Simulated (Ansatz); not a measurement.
## From B to In: the HOMO–LUMO gap

One atom is swapped for its congeners: C2H7BO `CCBO`; C2H7AlO `C[CH2][AlH][OH]`; C2H7InO `C[CH2][InH][OH]`. The Ga member is missing. All are singlets with charge 0.

Shapes, held fixed at every level: PBE0-D4/def2-TZVP. Flexible molecules stand in one conformer, not always the lowest. Programs: Ansatz 0.2.0. Values in eV.

```
                level  C2H7BO  C2H7AlO  C2H7InO
 r2SCAN-D4/def2-TZVPP    6.65     5.66     4.80
  B3LYP-D4/def2-TZVPP    7.95     6.65     5.72
  BHLYP-D4/def2-TZVPP   10.76     9.01     7.90
   PBE0-D4/def2-TZVPP    8.39     7.07     6.20
r2SCAN0-D4/def2-TZVPP    8.83     7.47     6.53
   wB97M-V/def2-TZVPP   12.58    10.84     9.75
   wB97X-V/def2-TZVPP   13.01    11.32    10.20
```

At wB97X-V/def2-TZVPP the HOMO–LUMO gap falls at every step, from 13.01 to 10.20 eV. Every level shows the same order. For atoms past krypton def2 sets carry core potentials with scalar relativity. Orbital gaps aren't excitation energies, and the LUMO depends on the basis.
